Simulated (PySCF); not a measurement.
Electronic structure of As (arsenic, neutral) at the UHF level

Configuration: [Ar] 3d10 4s2 4p3, high-spin 4S determinant. Calculation: PySCF 2.14, in dyall-av3z (24s17p11d2f, 144 functions); scalar relativity by spin-free X2C-1e.

| Quantity | Value |
| --- | --- |
| Total energy | -2259.087667 hartree |
| One-electron energy | -3146.4458 hartree |
| Hartree (Coulomb) energy | 970.1170 hartree |
| Exchange energy | -82.7589 hartree |
| ⟨S²⟩ | 3.7512 |
| ⟨L²⟩ | 0.000 |
| Sum of ⟨r⟩ | 24.65 bohr |
| Sum of ⟨r²⟩ | 40.64 bohr² |
| Langevin diamagnetic susceptibility | -32.2 ×10⁻⁶ cm³/mol |

```tsv
shell	electrons	mean orbital energy (hartree)	rms radius, mean of both spins (bohr)
1s α	1	-438.96215	0.0524
1s β	1	-438.95392	0.0524
2s α	1	-57.77816	0.219
2s β	1	-57.77530	0.219
2p α	3	-50.49102	0.196
2p β	3	-50.48255	0.196
3s α	1	-8.28175	0.639
3s β	1	-8.26771	0.639
3p α	3	-5.94358	0.667
3p β	3	-5.92353	0.667
3d α	5	-2.07237	0.750
3d β	5	-2.06261	0.750
4s α	1	-0.83252	2.14
4s β	1	-0.57393	2.14
4p α	3	-0.36907	2.71
```

Densities and radii are taken from the X2C orbitals without a picture-change correction, which distorts them close to the nucleus.

Spin-orbit constants ζ (cm⁻¹) from the X2C one-electron operator on these orbitals: bare nucleus, nucleus screened by l(l+1)(2l+1)/3 electrons, and screened by the Breit-Pauli mean field of the electrons.

```tsv
shell	bare	screened nucleus	mean field
2p	203300	191000	185400
3p	27790	26110	25200
3d	3199	2230	2068
4p	1369	1286	1230
```
